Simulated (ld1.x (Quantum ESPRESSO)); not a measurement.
## cobalt (Co) PAW: all-electron and pseudo phase curves

```
Element                 : Co
Generator               : ld1.x (Quantum ESPRESSO) 7.5
Type                    : PAW
Functional              : LDA (PZ)
Relativity              : fully relativistic
Frozen core             : [Ar]
Valence charge          : 9
Reference configuration : 3d7 4s2 4p0
Partial waves           : 4s (bound): rcut 1.50, rcutus 2.00 bohr; 4s channel at 0.5 Ry: rcut 1.50, rcutus 2.00 bohr; 4p (bound, empty): rcut 2.20, rcutus 2.40 bohr; 4p channel at 0.3 Ry: rcut 2.20, rcutus 2.40 bohr; 3d (bound): rcut 1.15, rcutus 1.30 bohr; 3d channel at 0.55 Ry: rcut 1.15, rcutus 1.30 bohr
Local potential         : all-electron potential smoothed inside 2.10 bohr (lloc = -1)
Core correction         : a·sin(br)/r model core, default radius (core density twice the valence density)
Augmentation charge     : BESSEL, radius 0.85 bohr
```

Open shells are filled in proportion to 2j + 1 (rel_dist='average').

The phase is arctan(r·u′/u) with u = r·R(r), unwrapped; energies in Ry, scanned from -3 to 5 Ry. A pole is an energy at which the radial function vanishes at the test radius. The pseudo phase is shifted by a multiple of π to meet the all-electron one at the reference energy, and phase errors are pseudo minus all-electron; the curves can meet again beyond the range given. Levels narrower than the energy grid can be missing from the lists of poles.

For each channel, where are the poles, and over which energies does the pseudopotential scatter like the atom?

```
channel  radius (bohr)  reference energy (Ry)  poles, all-electron  poles, pseudo  unbroken range about the reference energy with phases within 0.05 rad  phase error 1 Ry above the reference energy (rad)
      s           2.61                  -0.42                 1.28     1.28, 4.11                                                              below 3.3                                             -0.000
   p1/2           2.61                  -0.10                 2.25           2.23                                                              below 3.9                                             -0.000
   p3/2           2.61                  -0.10                 2.30           2.27                                                              below 3.8                                             -0.000
   d3/2           2.61                  -0.63          -0.53, 4.04    -0.53, 4.07                                                        the whole range                                             +0.000
   d5/2           2.61                  -0.62          -0.51, 4.05    -0.51, 4.08                                                        the whole range                                             +0.000
```

The ghost test of this file was not conclusive.

Phases in the d5/2 channel:

```
E (Ry)  all-electron  pseudo
 -3.00         1.355   1.355
 -2.76         1.347   1.347
 -2.52         1.336   1.336
 -2.28         1.324   1.324
 -2.04         1.310   1.310
 -1.80         1.292   1.292
 -1.56         1.268   1.268
 -1.32         1.233   1.233
 -1.08         1.169   1.169
 -0.84         0.969   0.969
 -0.60        -1.257  -1.257
 -0.36        -1.736  -1.736
 -0.12        -1.840  -1.840
  0.12        -1.911  -1.911
  0.36        -1.982  -1.982
  0.60        -2.072  -2.072
  0.84        -2.199  -2.199
  1.08        -2.399  -2.399
  1.32        -2.740  -2.739
  1.56        -3.258  -3.257
  1.80        -3.772  -3.771
  2.04        -4.106  -4.105
  2.28        -4.302  -4.300
  2.52        -4.423  -4.422
  2.76        -4.505  -4.503
  3.00        -4.564  -4.562
  3.24        -4.609  -4.607
  3.48        -4.645  -4.643
  3.72        -4.676  -4.674
  3.96        -4.703  -4.700
  4.20        -4.727  -4.724
  4.44        -4.750  -4.746
  4.68        -4.772  -4.767
  4.92        -4.794  -4.788
```
